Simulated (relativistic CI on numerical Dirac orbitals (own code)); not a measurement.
# What each ingredient does to the levels of Er XVII

Base calculation: Dirac-Coulomb-Breit CI, KLI orbitals optimised for each configuration, a model potential for QED, unscaled Slater integrals.

Configuration list (outside the closed core [Ar] 3d10 4p6 4d10): 4s²4f⁶, 4s²4f⁵5s, 4s²4f⁴5s², 4s²4f⁴5s5p, 4s²4f⁵5p, 4s²4f⁴5p², 4s²4f⁵5d, 4s²4f⁵6s, 4s²4f⁵6p, 4s²4f⁵7s, 4s4f⁷, 4f⁸. Levels of other configurations are missing.

Variants: (1) P86 correlation estimate; (2) configuration mixing switched off; (3) non-relativistic limit. Shifts of the energy above 4s²4f⁶ ⁷F0, in cm⁻¹, for the lowest level and the first level of each name with at least 55 % of one term (blank where a level changes its place among those of its configuration and J or its character, or is not in the variant):

```
     Level     Base  Δ(1)    Δ(2)      Δ(3)
4s²4f⁶ ⁷F0      0.0   0.0     0.0       0.0
4s²4f⁶ ⁷F1   1260.6  -0.3   -13.8   -1260.6
4s²4f⁶ ⁷F2   3221.9  -0.6   -27.5   -3221.9
4s²4f⁶ ⁷F3   5518.6  -0.8   -37.2   -5518.6
4s²4f⁶ ⁷F4   7946.5  -0.9   -41.7   -7946.5
4s²4f⁶ ⁷F5  10381.7  -0.9   -40.6  -10381.7
4s²4f⁶ ⁷F6  12725.5  -0.7   -32.3  -12725.5
4s²4f⁶ ⁵D0  29529.0  +5.6  +247.0   +8528.5
4s²4f⁶ ⁵D1  34523.4  +4.8  +207.2   +3534.1
4s²4f⁶ ⁵D2  40769.8  +4.5  +188.7   -2712.3
4s²4f⁶ ⁵L6  44602.0  +0.1    -2.9   -1281.3
4s²4f⁶ ⁵D3  47600.5  +4.6  +186.5   -9542.9
4s²4f⁶ ⁵L7  47668.7  -0.7   -37.7   -4348.0
4s²4f⁶ ⁵G2  49804.6  +6.4  +223.2   -4528.0
```

At this charge transitions that keep the count of f electrons are usually good to a few per cent. Terms inside the open d or f shell come out 10 to 20 % too wide with unscaled integrals. Levels that differ in their count of f electrons can be misplaced by several ten thousand cm⁻¹, since the correlation energy of f electrons is missing or only estimated; rates across such gaps can be off by orders of magnitude.

Ionisation energy from one configuration of each of the two ions, the ground ones as tabulated or assumed: base 364.268 eV; P86 correlation estimate 366.071 eV. The NIST ASD value (theoretical) is 381 ± 19 eV.

LS names give the leading component of a level, which can be under half, so a name can repeat, a term be missing and a line seem to break the LS rules.
